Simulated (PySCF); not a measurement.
Compound: C3H7AlGe.
Numbering: `[CH3:1][GeH2:2][C:3]#[C:4][AlH2:5]` (hydrogens: H6, H7, H8 on C1; H9, H10 on Ge2; H11, H12 on Al5)

Method used: PBE/def2-SVP geometry optimisation, gas phase (PySCF).

(1) Give the optimised bond lengths and angles.

## Answers

(1) 
```
               bond  length (Å)   order
             C1–Ge2       1.965  single
             Ge2–C3       1.919  single
              C3≡C4       1.243  triple
             C4–Al5       1.918  single
C1–H6, C1–H7, C1–H8       1.107  single
    Ge2–H9, Ge2–H10       1.552  single
   Al5–H11, Al5–H12       1.596  single
```

Bonds in one row agree within 0.01 Å and their mean is given. Orders are formal, as drawn. A selection of angles:
```
      angle  degrees
  Ge2–C1–H6    109.8
   H6–C1–H7    109.0
  C1–Ge2–C3    109.5
  C1–Ge2–H9    111.1
  C3–Ge2–H9    108.0
 H9–Ge2–H10    109.4
  Ge2–C3–C4    178.6
  C3–C4–Al5    179.1
 C4–Al5–H11    119.1
H11–Al5–H12    122.2
```

The 5 heavy atoms lie in one plane (0.004 Å rms). The 2 C–Ge bonds span 1.919 Å (Ge2–C3, drawn single) to 1.965 Å (C1–Ge2, drawn single), a spread of 0.046 Å. Al5 (aluminium bonded to C and 2 H) is planar (angles 122.2°, 119.1° and 118.7°, sum 360.0°, 0.00 Å off the plane of its three neighbours). Ge2 (germanium bonded to 2 C and 2 H) is tetrahedral (angles from 107.6° to 111.1°).

Whether it is a minimum is left open (no frequencies).
